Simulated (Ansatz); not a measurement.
`CC[Si]OC`, relaxed with RKS PBE-D4/def2-SVP in Ansatz from a rough embedded geometry. The force threshold is 0.03 eV/Å; the program also tests the step.

Charge 0, multiplicity 1.

Start:

```xyz
13

C     0.084    1.796    0.413
C    -0.015    0.574    1.219
Si   -1.282   -0.616    0.599
O    -1.066   -1.162   -0.913
C     0.088   -1.881   -1.313
H    -0.832    2.426    0.423
H     0.873    2.485    0.870
H     0.397    1.633   -0.588
H    -0.282    0.844    2.288
H     0.939    0.078    1.245
H     0.003   -2.089   -2.375
H     0.980   -1.319   -1.100
H     0.113   -2.769   -0.768
```

(1) How much energy does the relaxation release, and in how many steps? (Best estimate.)

(2) Which bonds change most? (Best estimate.)

(3) Give the relaxed structure. (An estimate is asked.)

Results:

(1) The calculation gave: 23.43 kcal/mol, in 14 steps, 1 of them rejected.

(2) Ansatz gave: C2–Si3 from 1.846 to 1.944 Å; C1–C2 from 1.467 to 1.541 Å; C5–H13 from 1.042 to 1.112 Å; Si3–O4 from 1.622 to 1.690 Å.

(3) The calculation gave: 
```xyz
13

C     0.154    1.656    0.246
C    -0.085    0.498    1.236
Si   -1.664   -0.535    0.769
O    -1.121   -1.486   -0.518
C     0.124   -1.656   -1.165
H    -0.749    2.295    0.132
H     0.978    2.324    0.574
H     0.415    1.288   -0.768
H    -0.262    0.904    2.257
H     0.822   -0.145    1.315
H     0.074   -1.234   -2.194
H     0.968   -1.168   -0.628
H     0.346   -2.741   -1.257
```
